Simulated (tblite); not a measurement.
Compound: C₃H₅BO₂Se (charge +1 and doublet state).
SMILES with atom numbers: `[CH2:1]=[C:2]1[O:3][BH:4][O:5][CH2:6][Se+:7]1` (hydrogens: H8, H9 on C1; H10 on B4; H11, H12 on C6)
Bond orders are those of one Lewis drawing.

Computed with GFN2-xTB (tblite), gas phase: L-BFGS steps from a force-field or distance-geometry start until the largest atomic force falls under 0.01 eV/Å.

Step 20: E = -573.8597 eV
```
atom  x, y, z in Å  |  force x, y, z in eV/Å
C1      2.3213    0.4780    0.3563   -0.022   0.009  -0.031
C2      1.0187    0.2168    0.1006    0.020  -0.033  -0.051
O3      0.1234    1.1728   -0.0033    0.024  -0.064  -0.046
B4     -1.1542    1.0786   -0.5174    0.024  -0.008  -0.006
O5     -1.8198   -0.0743   -0.5752    0.005   0.037   0.007
C6     -1.4452   -1.2384    0.0539   -0.075  -0.013  -0.001
Se7     0.5022   -1.6222   -0.1835    0.086   0.082   0.062
H8      2.6341    1.5007    0.5045    0.054  -0.015   0.044
H9      3.0570   -0.3068    0.4213   -0.013   0.023   0.009
H10    -1.6256    2.0467   -0.9513   -0.058   0.047  -0.005
H11    -1.9986   -2.0837   -0.3698   -0.016   0.016   0.022
H12    -1.6121   -1.1689    1.1379   -0.028  -0.081  -0.004
```

Step 21: E = -573.8610 eV
```
atom  x, y, z in Å  |  force x, y, z in eV/Å
C1      2.3230    0.4795    0.3543   -0.020   0.000  -0.012
C2      1.0206    0.2153    0.0978    0.013   0.035  -0.036
O3      0.1244    1.1711   -0.0045    0.026  -0.021  -0.054
B4     -1.1540    1.0802   -0.5178    0.047  -0.075   0.019
O5     -1.8192   -0.0733   -0.5722   -0.025   0.027   0.005
C6     -1.4473   -1.2391    0.0554   -0.061  -0.006  -0.010
Se7     0.5042   -1.6189   -0.1827    0.050   0.011   0.058
H8      2.6367    1.5019    0.5075    0.038  -0.036   0.029
H9      3.0570   -0.3067    0.4216   -0.004   0.029   0.004
H10    -1.6271    2.0454   -0.9531   -0.059   0.074  -0.010
H11    -2.0009   -2.0840   -0.3723    0.014   0.044   0.037
H12    -1.6162   -1.1723    1.1400   -0.019  -0.081  -0.029
```

Q: Estimate the geometry and energy of step 22. (The exact step hangs on the optimiser's Hessian estimate; all steps are aligned on step 21, rigid shifts and turns removed.)

A: E = -573.8619 eV, largest force 0.082 eV/Å
```
atom  x, y, z in Å  |  force x, y, z in eV/Å
C1      2.3242    0.4807    0.3527   -0.003  -0.004   0.005
C2      1.0223    0.2148    0.0952    0.005   0.069  -0.023
O3      0.1258    1.1699   -0.0065    0.017   0.022  -0.060
B4     -1.1534    1.0808   -0.5178    0.036  -0.073   0.013
O5     -1.8194   -0.0724   -0.5696   -0.042   0.015   0.009
C6     -1.4498   -1.2393    0.0564   -0.025   0.005  -0.013
Se7     0.5064   -1.6161   -0.1812    0.011  -0.045   0.054
H8      2.6392    1.5021    0.5103    0.027  -0.039   0.018
H9      3.0572   -0.3062    0.4218    0.006   0.023   0.000
H10    -1.6290    2.0451   -0.9548   -0.040   0.058   0.003
H11    -2.0024   -2.0836   -0.3736    0.023   0.042   0.030
H12    -1.6199   -1.1765    1.1412   -0.013  -0.072  -0.035
```

The energy changes by -0.0009 eV. The first-order estimate −F·Δx gives -0.0013 eV and the mean of the old and new forces, exact on a quadratic surface, -0.0009 eV. The step makes an angle of 58° with the force vector and moves no atom by more than 0.006 Å.

What follows is the cost of the whole relaxation. The run took 0.42 s on one thread of an Arm Neoverse V1, no GPU, shared host with 32 logical CPUs at a one-minute load of 16.
